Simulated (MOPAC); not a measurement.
Job for MOPAC: PM7 on ScF, 2S+1 = 1, a point of a bond scan (R = 1.655 Å).

```
PM7 1SCF PRECISE CHARGE=0 THREADS=1
FSc

Sc     0.00000000 1     0.00000000 1     0.00000000 1
F      0.00000000 1     0.00000000 1     1.65492900 1
```

Output:

```
*******************************************************************************
 **                                                                           **
 **                              MOPAC v23.2.5                                **
 **                                                                           **
 *******************************************************************************
 ** MOPAC's Digital Object Identifier: https://doi.org/10.5281/zenodo.6511958 **
 **                                                                           **
 ** Please cite the open-source release paper for use of this MOPAC version:  **
 ** J. E. Moussa and J. J. P. Stewart (2026)                                  **
 ** MOPAC: An open-source semiempirical molecular orbital program             **
 ** J. Open Source Softw., 11(119), 8025, https://doi.org/10.21105/joss.08025 **
 *******************************************************************************

                              PM7 CALCULATION RESULTS

 *******************************************************************************
 *  PM7        - The PM7 Hamiltonian to be used
 *
 *
 *
 *                 CHARGE ON SYSTEM = 0
 *
 *
 *
 *  PRECISE    - TIGHTER CRITERIA TO BE USED
 *  1SCF       - DO 1 SCF AND THEN STOP
 *  THREADS=1  - MULTI-THREADING NOT USED
 *  T=         - A TIME OF 172800.0 SECONDS REQUESTED
 *  DUMP=N     - RESTART FILE WRITTEN EVERY 7200.0 SECONDS REQUESTED
 *******************************************************************************
PM7 1SCF PRECISE CHARGE=0 THREADS=1
 FSc

   ATOM   CHEMICAL          X               Y               Z
  NUMBER   SYMBOL      (ANGSTROMS)     (ANGSTROMS)     (ANGSTROMS)

     1      Sc          0.00000000  *   0.00000000  *   0.00000000  *
     2       F          0.00000000  *   0.00000000  *   1.65492900  *



          CARTESIAN COORDINATES

    NO.       ATOM           X           Y           Z

     1        Sc          0.0000      0.0000      0.0000
     2         F          0.0000      0.0000      1.6549

 General Reference for PM7:
 "Optimization of Parameters for Semiempirical Methods VI: More Modifications to the
 NDDO Approximations and Re-optimization of Parameters", J. J. P. Stewart, J. Mol. Mod., 1:32, 19 (2013)
 https://link.springer.com/article/10.1007/s00894-012-1667-x

           Empirical Formula: Sc F  =     2 atoms



      MOLECULAR POINT GROUP   :   C*v


      RHF CALCULATION, NO. OF DOUBLY OCCUPIED LEVELS = 5


 -------------------------------------------------------------------------------
 PM7 1SCF PRECISE CHARGE=0 THREADS=1
 FSc



     1SCF WAS SPECIFIED, SO BFGS WAS NOT USED
     SCF FIELD WAS ACHIEVED


                              PM7 CALCULATION
                                                       MOPAC v23.2.5 Linux




          FINAL HEAT OF FORMATION =         51.13676 KCAL/MOL =     213.95620 KJ/MOL


          COSMO AREA              =         91.31 SQUARE ANGSTROMS
          COSMO VOLUME            =         80.90 CUBIC ANGSTROMS

          IONIZATION POTENTIAL    =          6.161856 EV
          HOMO LUMO ENERGIES (EV) =         -6.162 -0.130
          NO. OF FILLED LEVELS    =          5
          MOLECULAR WEIGHT        =         63.9543         POINT GROUP:  C*v

          MOLECULAR DIMENSIONS (Angstroms)

            Atom       Atom       Distance
            F     2   Sc     1     1.65493
            F     2   Sc     1     0.00000
           Sc     1    F     2     0.00000


          SCF CALCULATIONS        =          1





   ATOM   CHEMICAL          X               Y               Z
  NUMBER   SYMBOL      (ANGSTROMS)     (ANGSTROMS)     (ANGSTROMS)

     1      Sc          0.00000000  *   0.00000000  *   0.00000000  *
     2       F          0.00000000  *   0.00000000  *   1.65492900  *

                             CARTESIAN COORDINATES

   1   Sc        0.000000000     0.000000000     0.000000000
   2    F        0.000000000     0.000000000     1.654929000


           Empirical Formula: Sc F  =     2 atoms



      MOLECULAR POINT GROUP   :   C*v


                  EIGENVALUES
 -39.94954 -17.61977 -16.76256 -16.76256  -6.16186  -0.13020  -0.13020   0.95596
   1.21805   1.21805   1.27387   1.27387   2.96134


              NET ATOMIC CHARGES AND DIPOLE CONTRIBUTIONS

  ATOM NO.   TYPE          CHARGE      No. of ELECS.   s-Pop       p-Pop       d-Pop
    1         Sc           0.634837        2.3652     1.47905     0.74215     0.14397
    2          F          -0.634837        7.6348     1.96342     5.67142
 DIPOLE           X         Y         Z       TOTAL
 POINT-CHG.     0.000     0.000    -5.046     5.046
 HYBRID        -0.000     0.000     4.005     4.005
 SUM           -0.000     0.000    -1.042     1.042


          ATOMIC ORBITAL ELECTRON POPULATIONS

     Atom    s        px        py        pz      x^2-y^2     xz        z^2       yz        xy
    1 Sc   1.47905   0.02851   0.02851   0.68512   0.00000   0.00015   0.14367   0.00015   0.00000
    2  F   1.96342   1.97134   1.97134   1.72875

 **********************
 *                    *
 * JOB ENDED NORMALLY *
 *                    *
 **********************




 == MOPAC DONE ==
```

The run finished.

Cost: about 0.020 core-seconds (a rough figure).
